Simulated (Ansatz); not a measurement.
System: sum formula InHCl₂ (charge 0, singlet). SMILES: [Cl][InH][Cl]
Geometry: optimised at B3LYP-D3(BJ)/def2-TZVP (Ansatz, a first-principles code).

Wanted: atomisation energy (electronic, to ground-state atoms), in kJ/mol. Correlated levels leave the core frozen unless marked. Open shells are spin-unrestricted. Spin-orbit coupling is left out. The frozen core is the preceding noble-gas configuration, with the filled d and f shells of earlier blocks. In def2 rows, elements after Kr have scalar-relativistic effective core potentials. STO-3G rows are all-electron and non-relativistic. The coupled-cluster limit lacks core correlation, which all-electron functionals hold. CBS marks a two-point X^-3 extrapolation of the correlation energy; Hartree-Fock from the larger set.

```
level                           program  atomisation energy (kJ/mol)
-----------------------  --------------  ---------------------------
HF/def2-TZVPP                    Ansatz                        685.1
BLYP-D4/def2-TZVPD       Ansatz + dftd4                        876.8
revPBE/def2-TZVPD                Ansatz                        869.4
PBE0-D3(BJ)/def2-TZVP    Ansatz + dftd3                        916.2
BHLYP-D3(BJ)/def2-TZVPD  Ansatz + dftd3                        883.5
BHLYP-D4/def2-TZVPD      Ansatz + dftd4                        882.1
HSE06-D4/def2-TZVPD      Ansatz + dftd4                        916.1
```

Task: Predict the CCSD(T)/CBS(def2-TZVPPD,def2-QZVPPD) result (Ansatz).

Result: 944.4 kJ/mol
